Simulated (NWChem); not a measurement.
System: CH2ClFO2Si; SMILES F[Si@H](OC=O)Cl

```xyz
8

O      0.7219    -2.2639    -0.4646
C     -0.1442    -2.0928     0.3534
O     -0.7821    -0.9158     0.5624
Si    -0.4380     0.4404    -0.3776
F     -1.6060     1.4563     0.0131
Cl     1.3496     1.2600     0.1794
H     -0.5316    -2.8632     1.0341
H     -0.4793     0.1649    -1.8169
```
Atoms are numbered in this order, from 1.

Computed with NWChem. The geometry was optimised at B3LYP/6-31G* (spherical d).

For level BLYP/def2-SVP:

```yaml
highest occupied level (eV): -6.91
orbital gap (eV): 5.28
dipole (D): 1.00
```

Question: What are these values for level PW6B95/def2-SVP?

Answer: 
- highest occupied level (eV): -9.03
- orbital gap (eV): 8.40
- dipole (D): 1.16
